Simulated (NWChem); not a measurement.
System: ScN3H6; SMILES [NH2][Sc]([NH2])[NH2]

```xyz
10

Sc     0.0000     0.0000     0.0000
N      0.5107     1.9153     0.0000
H      1.4569     2.2933     0.0000
H     -0.1215     2.7142     0.0000
N      1.4033    -1.4000     0.0000
H      2.4114    -1.2519     0.0000
H      1.2576    -2.4083     0.0000
N     -1.9141    -0.5153     0.0000
H     -2.2899    -1.4623     0.0000
H     -2.7145     0.1150     0.0000
```
Atoms are numbered in this order, from 1.

Program: NWChem. Pople sets run with spherical d functions. The geometry was optimised at PBE0/def2-SVP. Not confirmed as a minimum by frequencies. GIAO values for the isolated, static molecule; σ is the absolute isotropic shielding, δ = σ(reference) − σ with the isolated reference molecule computed at the same levels (1H: tetramethylsilane, 15N: ammonia).

```csv
level,σ Sc1 (ppm),δ N2 (ppm),δ H3 (ppm)
"LDA (Slater exchange, VWN5)/pcSseg-1",35.2,162.6,4.37
B3LYP/6-31G*,335.0,126.6,2.90
Hartree-Fock/6-31G*,(withheld),(withheld),(withheld)
PBE0/pcSseg-1,259.2,138.8,3.63
```

Some entries are withheld; supply them.


- Hartree-Fock/6-31G*, σ Sc1 (ppm): 717.8
- Hartree-Fock/6-31G*, δ N2 (ppm): 82.1
- Hartree-Fock/6-31G*, δ H3 (ppm): 1.20
